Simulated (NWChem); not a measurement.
System meant: ZnSiH₃F; SMILES [Zn]([SiH3])[F]

NWChem input:

```
start job
memory heap 200 mb stack 900 mb global 1100 mb
geometry units angstroms noautoz
  Zn    -0.257583     0.498048    -0.000250
  F     -0.188302     2.247972    -0.000459
  Si    -0.349668    -1.839683     0.000033
  H      0.270890    -2.398477    -1.241487
  H     -1.765408    -2.319280     0.065156
  H      0.383523    -2.402527     1.176627
end
basis spherical
  Zn library def2-svp
  F library def2-svp
  Si library def2-svp
  H library def2-svp
end
dft
  odft
  mult 2
  xc xpbe96 cpbe96
  iterations 150
  mulliken
end
task dft energy
```

End of the output:

```
 Summary of "ao basis" -> "" (spherical)
 ------------------------------------------------------------------------------
       Tag                 Description            Shells   Functions and Types
 ---------------- ------------------------------  ------  ---------------------
 Zn                         def2-svp                11       31   5s3p2d1f
 F                          def2-svp                 6       14   3s2p1d
 Si                         def2-svp                 8       18   4s3p1d
 H                          def2-svp                 3        5   2s1p

  pbe96 is a nonlocal functional; adding pw91lda local functional.

                                 NWChem DFT Module
                                 -----------------

 Summary of "ao basis" -> "ao basis" (spherical)
 ------------------------------------------------------------------------------
       Tag                 Description            Shells   Functions and Types
 ---------------- ------------------------------  ------  ---------------------
 Zn                         def2-svp                11       31   5s3p2d1f
 F                          def2-svp                 6       14   3s2p1d
 Si                         def2-svp                 8       18   4s3p1d
 H                          def2-svp                 3        5   2s1p

      Symmetry analysis of basis
      --------------------------

        a          32
        e+         23
        e-         23

  Rotation of axis
  number of electrons :                   56
  multiplicity        :                    2
 ------------------------------------------------------------------------
  no. of electrons and multiplicity not compatible                  56
 ------------------------------------------------------------------------
 ------------------------------------------------------------------------
  current input line :
    24: task dft energy
 ------------------------------------------------------------------------
 ------------------------------------------------------------------------
 There is an error in the input file
 ------------------------------------------------------------------------
 For more information see the NWChem manual at https://nwchemgit.github.io

0: no. of electrons and multiplicity not compatible:Received an Error in Communication
```

Q: What is wrong, and how is it mended?

A: The input was rejected before any calculation. Cause: the multiplicity doesn't fit the number of electrons (an even count wants an odd multiplicity, and the reverse). This input runs:
```
start job
memory heap 200 mb stack 900 mb global 1100 mb
geometry units angstroms noautoz
  Zn    -0.257583     0.498048    -0.000250
  F     -0.188302     2.247972    -0.000459
  Si    -0.349668    -1.839683     0.000033
  H      0.270890    -2.398477    -1.241487
  H     -1.765408    -2.319280     0.065156
  H      0.383523    -2.402527     1.176627
end
basis spherical
  * library def2-svp
end
dft
  xc xpbe96 cpbe96
  iterations 150
  mulliken
end
task dft energy
```
It converges to -2169.60183 Ha (PBE/def2-SVP).
